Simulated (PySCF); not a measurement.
Sn(H)2(Me)(OH) (CH6OSn), SMILES [CH3][SnH2][OH].

Geometry optimised at r2SCAN-D4/def2-SVP. The def2 effective core potentials stand for the cores of Sn; spin–orbit coupling is left out. The values are those of a single conformer.

Calculation: IEF-PCM-B3LYP/def2-SVP in PySCF.

The values are the electrostatic part of the solvation free energy, E(continuum) − E(gas) at the gas-phase geometry, in a cavity of scaled van der Waals radii (PySCF's table); cavitation and dispersion terms are not included. A continuum can't describe solvent molecules that bind to the metal. In vacuum the orbital gap is 7.24 eV. The dipole moment in vacuum is 2.20 D.

**Question.** Estimate the values in water (ε = 78.36), acetonitrile (ε = 35.69), tetrahydrofuran (ε = 7.43). (Estimate from the structure and the level; the computed values follow.)

**Answer.** 
| solvent | ε | ΔG(elec) (kcal/mol) | dipole (D) | gap (eV) |
|---|---|---|---|---|
| water | 78.36 | -5.1 | 2.79 | 7.39 |
| acetonitrile | 35.69 | -4.9 | 2.77 | 7.38 |
| tetrahydrofuran | 7.43 | -4.1 | 2.67 | 7.36 |
